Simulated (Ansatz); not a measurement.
In(Me)2(NH2) (C2H8InN), SMILES [CH3][In]([CH3])[NH2].

Coordinates come from a B3LYP-D3(BJ)/def2-SVP optimisation. The structure was generated by enumeration; whether it is a known compound was not checked. The def2 effective core potentials stand for the cores of In; spin–orbit coupling is left out. The values are those of a single conformer.

Two levels are set side by side: PBE/def2-SVPD (Ansatz, a program for electronic structure) and CAM-B3LYP/def2-SVPD (Ansatz). Energy differences of separate SCF runs at the same geometry; the states with an electron removed or added have multiplicity 2 and 2. Differences are taken from unrounded values.

```
quantity                            PBE
---------------------------------  ----
vertical ionisation energy (eV)    8.49
vertical singlet–triplet gap (eV)  4.45
```

Problem. These are the PBE values. What does CAM-B3LYP give? (The exact figures need the calculation; the answer reports its results.)

Solution. 
```csv
quantity,CAM-B3LYP,PBE minus CAM-B3LYP
vertical ionisation energy (eV),8.80,-0.30
vertical singlet–triplet gap (eV),4.80,-0.35
```
